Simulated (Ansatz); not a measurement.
Geometry optimisation, Ansatz 0.2.0, RHF/6-31G*.

Input:

```yaml
crystal:
  periodic: [false, false, false]
  atoms:
    - { symbol: B, position_ang: [0.0, 0.0, 0.0] }
    - { symbol: "N", position_ang: [0.0, 0.0, 1.9] }
    - { symbol: H, position_ang: [-0.877, -0.2713, 2.43] }
    - { symbol: H, position_ang: [0.877, 0.2713, 2.43] }
    - { symbol: F, position_ang: [1.1431, 0.0, -0.66] }
    - { symbol: F, position_ang: [-1.1431, 0.0, -0.66] }
    - { symbol: S, position_ang: [-0.2739, 2.0601, 0.6906] }
    - { symbol: H, position_ang: [-1.575, 2.4834, 0.394] }
    - { symbol: H, position_ang: [-0.1503, 1.1307, 1.7562] }
basis:
  gaussian: { orbitals: "6-31G*" }
hamiltonian:
  xc: hf
relax:
  f_tol: 0.15
  max_steps: 25
  restrain:
    - { distance: [0, 6], at: 1.89, k: 30.0 }
    - { distance: [8, 1], at: 1.06, k: 30.0 }
    - { distance: [0, 1], at: 2.75, k: 30.0 }
    - { distance: [8, 6], at: 2.6, k: 30.0 }
```

Launched with:

```bash
$ ansatz run input.yaml --threads 1 --pin off --max-ram 2048MiB --backend cpu --events-out ev --progress --plain --runs-dir out
```

Where does it end, and by what steps?

It converged. The restraints hold the end off the free minimum. After 9 steps the energy has fallen by 4.990 eV (the restraints' own energy left out); B1 moved furthest, 0.73 Å. Parted: B1–N2, S7–H9.

| step | energy less start (eV) | largest force component (eV/Å) | accepted |
| --- | --- | --- | --- |
| 0 | 0.0000 | 6.934 | yes |
| 1 | -1.6497 | 5.096 | yes |
| 2 | -2.6564 | 4.606 | yes |
| 3 | -3.5104 | 3.085 | yes |
| 4 | -4.5854 | 3.012 | yes |
| 5 | -4.8677 | 2.235 | yes |
| 6 | -4.9727 | 1.243 | yes |
| 7 | -4.9851 | 1.067 | yes |
| 8 | -4.9891 | 1.200 | yes |
| 9 | -4.9904 | 1.220 | yes |

```xyz
9
Properties=species:S:1:pos:R:3
B -0.101 0.578 -0.440
N -0.014 0.001 2.242
H -0.763 -0.343 2.813
H 0.848 -0.307 2.651
F 1.100 0.117 -0.659
F -1.144 -0.153 -0.726
S -0.285 2.370 0.048
H -1.610 2.385 0.077
H -0.031 1.027 2.276
```

Whether the end is a true minimum wasn't checked by a vibrational analysis.

Run time: 26 s on 1 thread of Arm Neoverse V1, with other jobs on the host, peak memory 0.16 GiB.
